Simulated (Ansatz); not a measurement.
A run of Ansatz (development build ahead of 0.2.0) on doublet Be4(+) at this shape:

```xyz
4

Be    1.4846    0.0009    0.0004
Be   -0.0004    1.4853   -0.0008
Be   -1.4844   -0.0005    0.0006
Be    0.0004   -1.4857    0.0005
```

Its results:

```yaml
Converged: yes
Total_energy: -58.11259 hartree
```

Forces (eV/Å):
```tsv
atom	Fx	Fy	Fz
Be1	0.706	-0.003	-0.001
Be2	-0.002	0.707	0.000
Be3	-0.707	0.000	0.000
Be4	0.003	-0.704	0.001
```

(1) Which input gives this output? Name the method, the orbitals and the basis set, and write the input.

Answers

(1) UHF in 6-31G.

```yaml
crystal:
  periodic: [false, false, false]
  atoms:
    - { symbol: Be, position_ang: [1.4846, 0.00087, 0.00037] }
    - { symbol: Be, position_ang: [-0.00036, 1.48532, -0.00085] }
    - { symbol: Be, position_ang: [-1.48435, -0.00054, 0.00061] }
    - { symbol: Be, position_ang: [0.00043, -1.48567, 0.00051] }
basis:
  gaussian: { orbitals: "6-31G" }
total_charge: 1
magnetization:
  spin_polarized: true
  initial_magnetization: 1
hamiltonian:
  xc: hf
output:
  forces: true
```
